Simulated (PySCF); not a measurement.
C4H5Cl.

```xyz
10

C     -0.4405    -2.0780     0.0000
C      0.6018    -1.2364     0.0000
C      0.5413     0.2254     0.0000
C      1.6233     1.0189     0.0000
Cl    -1.0578     0.9556     0.0000
H     -1.4680    -1.7078     0.0000
H     -0.2865    -3.1592     0.0000
H      1.6223    -1.6345     0.0000
H      2.6199     0.5711     0.0000
H      1.5402     2.1060     0.0000
```

The structure is a stationary point at B3LYP-D3(BJ)/def2-SVP. One conformer was computed; it need not be the lowest.

These are B3LYP/pcSseg-1 (PySCF) values and carry that method's errors. Non-relativistic, no solvent.

Task: Give the absolute GIAO shielding of each atom: isotropic value and principal components (ppm). (An estimate is asked for; the answer gives what the named calculation found.)

Result: 
```json
[
 {"atom": "C1", "σ(iso)": "52.4", "σ11": "-57.5", "σ22": "53.2", "σ33": "161.6", "span": "219.1"},
 {"atom": "C2", "σ(iso)": "36.7", "σ11": "-74.3", "σ22": "50.6", "σ33": "133.8", "span": "208.1"},
 {"atom": "C3", "σ(iso)": "22.5", "σ11": "-83.2", "σ22": "53.5", "σ33": "97.3", "span": "180.5"},
 {"atom": "C4", "σ(iso)": "56.0", "σ11": "-44.2", "σ22": "75.9", "σ33": "136.4", "span": "180.6"},
 {"atom": "Cl5", "σ(iso)": "714.0", "σ11": "467.2", "σ22": "678.0", "σ33": "996.8", "span": "529.7"},
 {"atom": "H6", "σ(iso)": "25.5", "σ11": "22.5", "σ22": "23.6", "σ33": "30.4", "span": "8.0"},
 {"atom": "H7", "σ(iso)": "25.9", "σ11": "24.0", "σ22": "25.0", "σ33": "28.6", "span": "4.6"},
 {"atom": "H8", "σ(iso)": "25.1", "σ11": "23.3", "σ22": "23.9", "σ33": "28.1", "span": "4.8"},
 {"atom": "H9", "σ(iso)": "26.0", "σ11": "23.2", "σ22": "24.7", "σ33": "30.0", "span": "6.8"},
 {"atom": "H10", "σ(iso)": "25.9", "σ11": "23.0", "σ22": "23.9", "σ33": "30.8", "span": "7.8"}
]
```
